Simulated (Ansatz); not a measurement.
Reaction (formal exchange of groups at the Al–H bond): `O=C=[N][AlH][F]` + `COCF` → `O=C=[N][Al]([F])[F]` + `COC`

Computed with Ansatz on PBE0-D4/def2-TZVP structures; ΔE is electronic, products minus reactants. CCSD(T)/CBS adds triple-zeta CCSD(T) − MP2 to the extrapolated MP2 energy (def2 sets, frozen cores). This one scheme is used for every species. DFT in def2-TZVPP. B3LYP here is the variant with VWN-RPA as its local correlation; programs differ in this. Each species was taken in one conformer, which may not be the lowest.

Problem. Is it downhill or uphill in electronic energy at CCSD(T)/CBS, and by how much? (Estimate.)

Solution. Computed: Downhill: ΔE = -221.3 kJ/mol.

Problem. What do these levels give: BLYP-D4, B3LYP-D4, r2SCAN0-D4, ωB97X-V, B2PLYP, B3LYP, CAM-B3LYP, RPA@PBE/def2-TZVPP, HF/def2-SVP, CCSD/def2-SVP, SCS-MP2/def2-TZVPP, CCSD(T)/def2-TZVPP? (Best estimate.)

Solution. The calculation gave: BLYP-D4 -208.0, B3LYP-D4 -211.5, r2SCAN0-D4 -215.3, ωB97X-V -205.2, B2PLYP -216.6, B3LYP -210.5, CAM-B3LYP -209.6, RPA@PBE/def2-TZVPP -207.6, HF/def2-SVP -198.8, CCSD/def2-SVP -207.0, SCS-MP2/def2-TZVPP -222.0, CCSD(T)/def2-TZVPP -216.6 kJ/mol.

Largest T1 diagnostic among the species: 0.016.

Leaving LDA and LC-ωPBE aside and taking each functional with its dispersion term where it has one, the values, not all of them listed here, spread over 15.2 kJ/mol, from B2PLYP to PBE-D4. LDA lies +6.6 kJ/mol from PBE without D4. In def2-TZVPP, CCSD(T) changes the Hartree–Fock value by −4.6 kJ/mol (the triples alone add +1.7 kJ/mol) and MP2 by −15.0 kJ/mol.
